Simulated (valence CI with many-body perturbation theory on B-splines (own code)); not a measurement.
## E1 transitions of Pb LXVIII

Calculated by configuration interaction combined with many-body perturbation theory (CI+MBPT): five valence electrons over a frozen Dirac-Fock core [Ne], a basis of 11 s, 11 p, 10 d, 8 f, 5 g, 2 h functions for each j, with the one-electron correlation potential Σ1 (screened to all orders), the two-electron term Σ2, the three-electron term Σ3, Breit, model QED; selected single and double excitations, second order for the rest, scaled by the run's own slope (own B-spline code, finite nucleus).

The last digits are not significant, and no measured levels were compared; by estimate large intervals hold to a few tenths of a per cent, small ones and those within an open d or f shell to about a per cent. Among the levels kept, up to 3300 cm⁻¹ of a level comes from second order outside the variational space, and about a tenth of that is noise between levels of different J, which matters for small intervals.

Lines 151 to 200 of 564 in falling wavelength, among levels below 1946.3 eV, chosen from the strongest by gf and those to the six lowest levels. Wavelengths and rates use the calculated energies. Electric multipoles are in the length gauge with retardation, E1 and E2 with the static RPA response of the core. Weak lines are less certain than strong ones. Lines between different terms over intervals too small for the method are left out, as are lines whose strength nearly cancels. The highest levels of a list are the least certain.

Levels are named by their leading jj configuration (3d3/2^4 stands for four electrons in 3d with j = 3/2), which in mixed levels can hold well under half, so a name can repeat and another be missing. Letters in brackets count levels of one name in rising energy.

```csv
λ vac (nm),Upper,Lower,A (s⁻¹),S (a.u.) with core polarisation,S without
2.995,(3s 3p1/2 3p3/2^2 3d5/2) J=1/2 [c],(3s 3p1/2 3p3/2^3) J=1/2,3.85e+11,1.02e-02,1.03e-02
2.992,(3s 3p1/2^2 3d3/2 3d5/2) J=7/2 [a],(3s 3p1/2^2 3p3/2 3d3/2) J=5/2 [a],3.35e+11,3.54e-02,3.58e-02
2.989,(3s^2 3p1/2 3d5/2^2) J=7/2,(3s^2 3p1/2 3p3/2 3d5/2) J=5/2 [a],5.41e+10,5.71e-03,5.77e-03
2.985,(3s 3p1/2 3p3/2^2 3d5/2) J=3/2 [a],(3s 3p1/2 3p3/2^3) J=3/2 [a],3.54e+11,1.86e-02,1.88e-02
2.983,(3s 3p1/2^2 3d5/2^2) J=5/2,(3s 3p1/2^2 3p3/2 3d5/2) J=3/2 [a],9.13e+10,7.18e-03,7.25e-03
2.983,(3s^2 3p1/2 3d3/2 3d5/2) J=3/2 [b],(3s^2 3p1/2 3p3/2 3d3/2) J=1/2 [b],3.42e+11,1.79e-02,1.81e-02
2.982,(3s^2 3p1/2 3p3/2 3d5/2) J=1/2,(3s^2 3p1/2 3p3/2^2) J=1/2,6.42e+11,1.68e-02,1.70e-02
2.976,(3s 3p1/2^2 3p3/2 3d5/2) J=7/2 [a],(3s 3p1/2^2 3p3/2^2) J=5/2,4.73e+11,4.92e-02,4.97e-02
2.975,(3s^2 3p1/2 3d3/2 3d5/2) J=5/2 [a],(3s^2 3p1/2 3p3/2 3d3/2) J=5/2 [a],2.26e+11,1.76e-02,1.78e-02
2.975,(3s 3p1/2^2 3d3/2 3d5/2) J=5/2 [a],(3s 3p1/2^2 3p3/2 3d3/2) J=3/2 [a],3.44e+11,2.68e-02,2.71e-02
2.975,(3s^2 3p1/2 3p3/2 3d5/2) J=5/2 [b],(3s^2 3p1/2 3p3/2^2) J=5/2,1.92e+11,1.50e-02,1.52e-02
2.971,(3s 3p1/2 3p3/2^2 3d5/2) J=3/2 [d],(3s 3p1/2 3p3/2^3) J=3/2 [b],5.33e+11,2.76e-02,2.79e-02
2.967,(3s 3p1/2^2 3p3/2 3d5/2) J=3/2 [b],(3s 3p1/2^2 3p3/2^2) J=1/2,3.58e+11,1.85e-02,1.87e-02
2.963,(3s 3p1/2^2 3d5/2^2) J=1/2,(3s 3p1/2^2 3p3/2 3d5/2) J=3/2 [b],5.73e+11,1.47e-02,1.49e-02
2.960,(3s^2 3p1/2 3d3/2 3d5/2) J=3/2 [a],(3s^2 3p1/2 3p3/2 3d3/2) J=3/2 [a],3.24e+11,1.66e-02,1.68e-02
2.958,(3s 3p1/2^2 3p3/2 3d5/2) J=5/2 [b],(3s 3p1/2^2 3p3/2^2) J=3/2,6.89e+11,5.28e-02,5.34e-02
2.958,(3s 3p1/2 3p3/2^2 3d5/2) J=5/2 [b],(3s 3p1/2 3p3/2^3) J=3/2 [a],3.19e+11,2.45e-02,2.47e-02
2.955,(3s^2 3p1/2 3p3/2 3d5/2) J=7/2 [b],(3s^2 3p1/2 3p3/2^2) J=5/2,7.94e+11,8.09e-02,8.18e-02
2.955,(3s^2 3p1/2 3d3/2 3d5/2) J=3/2 [a],(3s^2 3p1/2 3p3/2 3d3/2) J=1/2 [a],2.02e+11,1.03e-02,1.04e-02
2.953,(3s 3p1/2 3p3/2^2 3d5/2) J=5/2 [d],(3s 3p1/2 3p3/2^3) J=5/2,3.97e+11,3.03e-02,3.06e-02
2.951,(3s 3p1/2^2 3d5/2^2) J=5/2,(3s 3p1/2^2 3p3/2 3d5/2) J=7/2 [a],9.98e+10,7.60e-03,7.68e-03
2.950,(3s^2 3p1/2 3d5/2^2) J=1/2,(3s^2 3p1/2 3p3/2 3d5/2) J=1/2,3.09e+11,7.82e-03,7.91e-03
2.944,(3s^2 3p3/2 3d3/2 3d5/2) J=5/2 [d],(3s^2 3p3/2^2 3d3/2) J=3/2 [b],5.62e+11,4.24e-02,4.29e-02
2.940,(3s^2 3p1/2 3d3/2 3d5/2) J=7/2 [b],(3s^2 3p1/2 3p3/2 3d3/2) J=5/2 [b],5.44e+11,5.46e-02,5.52e-02
2.940,(3s 3p1/2^2 3d3/2 3d5/2) J=3/2 [a],(3s 3p1/2^2 3p3/2 3d3/2) J=1/2 [a],3.17e+11,1.59e-02,1.61e-02
2.937,(3s^2 3p1/2 3d5/2^2) J=9/2,(3s^2 3p1/2 3p3/2 3d5/2) J=9/2,2.39e+11,2.98e-02,3.02e-02
2.937,(3s^2 3p3/2 3d3/2 3d5/2) J=1/2 [b],(3s^2 3p3/2^2 3d3/2) J=3/2 [b],6.72e+11,1.68e-02,1.70e-02
2.934,(3s 3p1/2^2 3d3/2 3d5/2) J=9/2,(3s 3p1/2^2 3p3/2 3d3/2) J=7/2,4.57e+11,5.70e-02,5.76e-02
2.933,(3s^2 3p1/2 3d3/2 3d5/2) J=1/2,(3s^2 3p1/2 3p3/2 3d3/2) J=1/2 [a],5.03e+11,1.25e-02,1.27e-02
2.922,(3s^2 3p3/2^2 3d5/2) J=3/2,(3s^2 3p3/2^3) J=3/2,9.30e+11,4.58e-02,4.64e-02
2.922,(3s^2 3p1/2 3d5/2^2) J=1/2,(3s^2 3p1/2 3p3/2 3d5/2) J=3/2 [b],8.78e+11,2.16e-02,2.19e-02
2.919,(3s 3p1/2^2 3d3/2 3d5/2) J=3/2 [a],(3s 3p1/2^2 3p3/2 3d3/2) J=3/2 [a],1.11e+11,5.43e-03,5.49e-03
2.919,(3s 3p1/2 3p3/2^2 3d5/2) J=5/2 [f],(3s 3p1/2 3p3/2^3) J=3/2 [b],8.99e+11,6.63e-02,6.70e-02
2.918,(3s^2 3p3/2 3d3/2 3d5/2) J=7/2 [c],(3s^2 3p3/2^2 3d3/2) J=5/2,8.93e+11,8.76e-02,8.86e-02
2.915,(3s 3p1/2 3p3/2^2 3d5/2) J=3/2 [e],(3s 3p1/2 3p3/2^3) J=3/2 [b],2.35e+11,1.15e-02,1.16e-02
2.915,(3s 3p1/2^2 3d5/2^2) J=1/2,(3s 3p1/2^2 3p3/2 3d5/2) J=1/2,2.83e+11,6.91e-03,6.98e-03
2.914,(3s^2 3p3/2 3d3/2 3d5/2) J=5/2 [c],(3s^2 3p3/2^2 3d3/2) J=3/2 [a],6.00e+11,4.40e-02,4.45e-02
2.907,(3s^2 3p1/2 3d5/2^2) J=3/2,(3s^2 3p1/2 3p3/2 3d5/2) J=5/2 [a],1.73e+11,8.40e-03,8.50e-03
2.906,(3s 3p1/2 3p3/2^2 3d5/2) J=7/2 [e],(3s 3p1/2 3p3/2^3) J=5/2,8.26e+11,8.01e-02,8.10e-02
2.897,(3s 3p1/2^2 3d5/2^2) J=5/2,(3s 3p1/2^2 3p3/2 3d5/2) J=5/2 [a],5.44e+11,3.92e-02,3.96e-02
2.897,(3s^2 3p1/2 3d5/2^2) J=5/2,(3s^2 3p1/2 3p3/2 3d5/2) J=5/2 [a],5.81e+11,4.18e-02,4.23e-02
2.897,(3s 3p1/2 3p3/2^2 3d5/2) J=3/2 [e],(3s 3p1/2 3p3/2^3) J=1/2,9.55e+11,4.58e-02,4.64e-02
2.894,(3s 3p1/2 3p3/2^2 3d5/2) J=3/2 [b],(3s 3p1/2 3p3/2^3) J=3/2 [a],4.38e+11,2.10e-02,2.12e-02
2.888,(3s 3p1/2^2 3d5/2^2) J=3/2,(3s 3p1/2^2 3p3/2 3d5/2) J=3/2 [a],3.31e+11,1.57e-02,1.59e-02
2.887,(3s^2 3p1/2 3p3/2 3d5/2) J=3/2 [b],(3s^2 3p1/2 3p3/2^2) J=5/2,9.17e+10,4.36e-03,4.41e-03
2.885,(3s 3p1/2 3p3/2^2 3d5/2) J=5/2 [e],(3s 3p1/2 3p3/2^3) J=5/2,4.45e+11,3.17e-02,3.20e-02
2.884,(3s^2 3p1/2 3p3/2 3d5/2) J=5/2 [b],(3s^2 3p1/2 3p3/2^2) J=3/2,9.08e+11,6.46e-02,6.53e-02
2.882,(3s^2 3p3/2^2 3d5/2) J=5/2 [b],(3s^2 3p3/2^3) J=3/2,1.28e+12,9.10e-02,9.20e-02
2.880,(3s^2 3p1/2 3d5/2^2) J=3/2,(3s^2 3p1/2 3p3/2 3d5/2) J=3/2 [a],6.84e+11,3.23e-02,3.27e-02
2.876,(3s^2 3p3/2 3d3/2 3d5/2) J=3/2 [c],(3s^2 3p3/2^2 3d3/2) J=1/2,7.44e+11,3.49e-02,3.53e-02
```
